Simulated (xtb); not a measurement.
xtb input (GFN2-xTB):

```bash
xtb mol.xyz --gfn 2 --ohess tight --chrg 1 --uhf 0
```
mol.xyz:
```
6

Al     0.00206539    -1.03867401     0.65045467
C     -0.02203682     0.60103245    -0.43124063
H     -0.69479637     1.29633418    -0.02158178
H     -0.29956758     0.30684807    -1.40419052
H      0.99318981     1.08443622    -0.38643668
F     -0.01465047    -2.36192332     1.56119058
```

Output:

```
           -------------------------------------------------
          |                Calculation Setup                |
           -------------------------------------------------

           -------------------------------------------------
          |                 G F N 2 - x T B                 |
           -------------------------------------------------

        Reference                      10.1021/acs.jctc.8b01176
      * Hamiltonian:
        H0-scaling (s, p, d)           1.850000    2.230000    2.230000
        zeta-weighting                 0.500000
      * Dispersion:
        s8                             2.700000
        a1                             0.520000
        a2                             5.000000
        s9                             5.000000
      * Repulsion:
        kExp                           1.500000    1.000000
        rExp                           1.000000
      * Coulomb:
        alpha                          2.000000
        third order                    shell-resolved
        anisotropic                    true
        a3                             3.000000
        a5                             4.000000
        cn-shift                       1.200000
        cn-exp                         4.000000
        max-rad                        5.000000

          ...................................................
          :                      SETUP                      :
          :.................................................:
          :  # basis functions                  21          :
          :  # atomic orbitals                  20          :
          :  # shells                           10          :
          :  # electrons                        16          :
          :  max. iterations                   250          :
          :  Hamiltonian                  GFN2-xTB          :
          :  restarted?                      false          :
          :  GBSA solvation                  false          :
          :  PC potential                    false          :
          :  electronic temp.          300.0000000     K    :
          :  accuracy                    1.0000000          :
          :  -> integral cutoff          0.2500000E+02      :
          :  -> integral neglect         0.1000000E-07      :
          :  -> SCF convergence          0.1000000E-05 Eh   :
          :  -> wf. convergence          0.1000000E-03 e    :
          :  Broyden damping             0.4000000          :
          :  net charge                          1          :
          :  unpaired electrons                  0          :
          ...................................................

 iter      E             dE          RMSdq      gap      omega  full diag
   1     -9.0806169 -0.908062E+01  0.257E+01    4.26       0.0  T
   2     -9.1065004 -0.258835E-01  0.180E+01    3.59       1.0  T
   3     -8.6187762  0.487724E+00  0.136E+01    5.75       1.0  T
   4     -9.1458139 -0.527038E+00  0.175E+00    3.97       1.0  T
   5     -9.1525665 -0.675262E-02  0.541E-01    3.81       1.0  T
   6     -9.1526329 -0.663644E-04  0.273E-01    3.82       1.0  T
[...]
      molecular mass/u    :       61.0144998
   center of mass at/Å    :       -0.0036680      -1.0284667       0.6716112
  moments of inertia/u·Å² :        0.3264039E+01   0.1135028E+03   0.1135051E+03
rotational constants/cm⁻¹ :        0.5164654E+01   0.1485217E+00   0.1485187E+00

 * 5 selected distances

     #   Z          #   Z                                           value/Å
     1  13 Al       2   6 C                                       1.9543993 (max)
     2   6 C        3   1 H                                       1.0975932 (min)
     2   6 C        4   1 H                                       1.0976589
     2   6 C        5   1 H                                       1.0976764
     1  13 Al       6   9 F                                       1.6202409

 * 3 distinct bonds (by element types)

   Z      Z             #   av. dist./Å        max./Å        min./Å
   1 H    6 C           3     1.0976429     1.0976764     1.0975932
   6 C   13 Al          1     1.9543993     1.9543993     1.9543993
   9 F   13 Al          1     1.6202409     1.6202409     1.6202409

           -------------------------------------------------
          |               Frequency Printout                |
           -------------------------------------------------
 projected vibrational frequencies (cm⁻¹)
eigval :       -0.00    -0.00    -0.00     0.00     0.00     0.00
eigval :      220.13   220.28   567.78   697.85   698.22   927.89
eigval :     1176.30  1294.35  1294.64  2905.62  2908.11  2908.58
 reduced masses (amu)
   1: 20.41   2: 12.46   3: 11.70   4: 18.49   5: 14.63   6: 10.77   7: 20.53   8: 20.52
   9: 13.11  10:  3.24  11:  3.24  12: 22.63  13:  2.76  14:  1.64  15:  1.64  16:  1.25
  17:  2.01  18:  2.00
 IR intensities (km·mol⁻¹)
   1:  1.28   2:  7.54   3:  4.53   4: 18.28   5: 17.57   6: 20.17   7: 11.12   8: 11.11
   9:  3.96  10: 56.77  11: 56.96  12: 81.77  13:  5.34  14: 32.15  15: 31.75  16: 42.29
Molecule has the following symmetry elements: (C3) 3*(sigma)
It seems to be the C3v point group
  17: 48.23  18: 48.17
 Raman intensities (Ä⁴*amu⁻¹)
   1:  0.00   2:  0.00   3:  0.00   4:  0.00   5:  0.00   6:  0.00   7:  0.00   8:  0.00
   9:  0.00  10:  0.00  11:  0.00  12:  0.00  13:  0.00  14:  0.00  15:  0.00  16:  0.00
  17:  0.00  18:  0.00
 output can be read by thermo (or use thermo option).
 writing <g98.out> molden fake output.
 recommended (thermochemical) frequency scaling factor: 1.0
           -------------------------------------------------
          |             Thermodynamic Functions             |
           -------------------------------------------------

c3v symmetry found (for desy threshold:  0.10E+00) used in thermo

          ...................................................
          :                      SETUP                      :
          :.................................................:
          :  # frequencies                          12      :
          :  # imaginary freq.                       0      :
          :  linear?                             false      :
          :  only rotor calc.                    false      :
          :  symmetry                              c3v      :
          :  rotational number                       3      :
          :  scaling factor                  1.0000000      :
          :  rotor cutoff                   50.0000000 cm⁻¹ :
          :  imag. cutoff                  -20.0000000 cm⁻¹ :
          :.................................................:

    mode    ω/cm⁻¹     T·S(HO)/kcal·mol⁻¹    T·S(FR)/kcal·mol⁻¹   T·S(vib)
   ------------------------------------------------------------------------
       1    220.13    -0.58378 ( 99.73%)    -0.61716 (  0.27%)    -0.58387
       2    220.28    -0.58343 ( 99.74%)    -0.61697 (  0.26%)    -0.58352
   ------------------------------------------------------------------------

   temp. (K)  partition function   enthalpy   heat capacity  entropy
                                   cal/mol     cal/K/mol   cal/K/mol   J/K/mol
 298.15  VIB   2.73                  975.733      7.370      5.267
         ROT  0.522E+04              888.752      2.981     19.993
         INT  0.142E+05             1864.485     10.351     25.260
         TR   0.461E+27             1481.254      4.968     38.228
         TOT                        3345.7391    15.3188    63.4884   265.6356

       T/K    H(0)-H(T)+PV         H(T)/Eh          T*S/Eh         G(T)/Eh
   ------------------------------------------------------------------------
    298.15    0.533177E-02    0.413718E-01    0.301654E-01    0.112064E-01
   ------------------------------------------------------------------------

         :::::::::::::::::::::::::::::::::::::::::::::::::::::
         ::                  THERMODYNAMIC                  ::
         :::::::::::::::::::::::::::::::::::::::::::::::::::::
         :: total free energy          -9.056855622219 Eh   ::
         ::.................................................::
         :: total energy               -9.068062051783 Eh   ::
         :: zero point energy           0.036040056929 Eh   ::
         :: G(RRHO) w/o ZPVE           -0.024833627364 Eh   ::
         :: G(RRHO) contrib.            0.011206429564 Eh   ::
         :::::::::::::::::::::::::::::::::::::::::::::::::::::

optimized geometry written to: xtbopt.xyz

           -------------------------------------------------
          | TOTAL ENERGY               -9.068062051783 Eh   |
          | TOTAL ENTHALPY             -9.026690220293 Eh   |
          | TOTAL FREE ENERGY          -9.056855622219 Eh   |
          | GRADIENT NORM               0.000640026973 Eh/α |
          | HOMO-LUMO GAP               3.812199886773 eV   |
           -------------------------------------------------

------------------------------------------------------------------------
------------------------------------------------------------------------
 total:
Note: The following floating-point exceptions are signalling: IEEE_DENORMAL
normal termination of xtb
 SCF:
 ANC optimizer:
 analytical hessian:
```

It need not be the lowest isomer of its formula.
